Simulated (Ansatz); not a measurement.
`C[SiH2]C[SiH2]O` + `C[O][GeH3]` → `O[SiH2][O][GeH3]` + `CC[SiH2]C`  (redistribution)

Program: Ansatz. Geometries: PBE0-D4/def2-TZVP. ΔE: electronic, gas phase. CCSD(T)/CBS is the MP2 limit (def2-TZVPP, def2-QZVPP) plus CCSD(T) − MP2 in def2-TZVPP, frozen cores. Functionals use def2-TZVPP. B3LYP here is the variant with VWN-RPA as its local correlation; programs differ in this. For Ge outer-core shells are correlated without core-valence functions, which leaves a few kJ/mol of doubt a bond. Scalar relativity is left out up to krypton. One conformer a species, not always the lowest.

```
             level  ΔE (kcal/mol)  difference from CCSD(T)/CBS
            PBE-D4          -35.3                          4.0
          B3LYP-D4          -38.2                          1.1
           ωB97X-V          -37.9                          1.4
            B2PLYP          -39.4                         -0.1
               PBE          -35.5                          3.8
              PBE0          -37.0                          2.3
             B3LYP          -38.5                          0.8
     HF/def2-TZVPP          -41.9                         -2.6
SCS-MP2/def2-TZVPP          -40.2                         -0.9
   CCSD/def2-TZVPP          -39.6                         -0.3
CCSD(T)/def2-TZVPP          -39.0                          0.3
     HF/def2-QZVPP          -42.2                         -2.9
    MP2/def2-QZVPP          -40.4                         -1.1
SCS-MP2/def2-QZVPP          -40.4                         -1.1
      HF/CBS(def2)          -42.2                         -2.9
     MP2/CBS(def2)          -40.4                         -1.1
       CCSD(T)/CBS          -39.3                            0
```

Largest T1 diagnostic among the species: 0.012.

From PBE to PBE0 (25 % exact exchange), in def2-TZVPP and without D4, ΔE moves by −1.5 kcal/mol. In def2-TZVPP, CCSD(T) changes the Hartree–Fock value by +2.8 kcal/mol (the triples alone add +0.6 kcal/mol) and MP2 by +1.7 kcal/mol.
